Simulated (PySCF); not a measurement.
CH6BISi.
Numbering: `[SiH3:1][CH2:2][BH:3][I:4]` (hydrogens: H5, H6, H7 on Si1; H8, H9 on C2; H10 on B3)

Method: PBE0-D3(BJ)/def2-SVP geometry optimisation, gas phase, def2 core potentials past Kr (PySCF); density fitting, grid level 1; the optimiser is geomeTRIC in internal coordinates, started from a GFN2-xTB structure with every atom displaced at random (about 0.01 Å).

Step 0: E = -17781.2219 eV
```
atom  x, y, z in Å  |  force x, y, z in eV/Å
Si1    -1.2850    0.3142    0.2212    0.424   0.433  -0.719
C2      0.2309   -0.4217   -0.6629    0.055   0.475   0.494
B3      1.4269   -0.3483    0.2789    0.217   0.264  -0.109
I4      2.7078    1.3690    0.3495   -0.108  -0.113  -0.001
H5     -1.5666   -0.3915    1.4518   -0.179  -0.448   0.784
H6     -1.0640    1.7582    0.5007    0.048   0.070   0.063
H7     -2.4174    0.1895   -0.7109   -0.396  -0.061  -0.193
H8     -0.0235   -1.4329   -0.9323   -0.261  -0.905  -0.060
H9      0.3520    0.1534   -1.5674    0.041   0.565  -0.636
H10     1.6893   -1.2107    1.0503    0.159  -0.280   0.376
```

Task: Estimate the geometry and energy of step 1. (The exact step hangs on the optimiser's Hessian estimate; all steps are aligned on step 0, rigid shifts and turns removed.)

Result: E = -17781.2834 eV, largest force 0.253 eV/Å
```
atom  x, y, z in Å  |  force x, y, z in eV/Å
Si1    -1.2862    0.3243    0.1902   -0.006  -0.034   0.173
C2      0.2393   -0.4143   -0.6719   -0.051  -0.103  -0.225
B3      1.4452   -0.3586    0.2784   -0.008   0.015   0.076
I4      2.6917    1.3694    0.3690    0.025   0.002  -0.015
H5     -1.5694   -0.3942    1.4736    0.032   0.026  -0.062
H6     -1.0446    1.7651    0.4898   -0.018   0.018  -0.016
H7     -2.4779    0.1862   -0.6985    0.015   0.001  -0.039
H8     -0.0320   -1.4561   -0.9292    0.021   0.115   0.041
H9      0.3640    0.1810   -1.5942    0.000  -0.045   0.088
H10     1.7203   -1.2238    1.0717   -0.009   0.005  -0.021
```

The energy changes by -0.0615 eV. The first-order estimate −F·Δx gives -0.1428 eV and the mean of the old and new forces, exact on a quadratic surface, -0.0634 eV. The step makes an angle of 50° with the force vector and moves no atom by more than 0.062 Å.

What follows is the cost of the whole optimisation. Hardware: one thread of an Intel Xeon Platinum 8488C, no GPU (shared host). Cost: 26 s, 0.44 GiB resident at most.
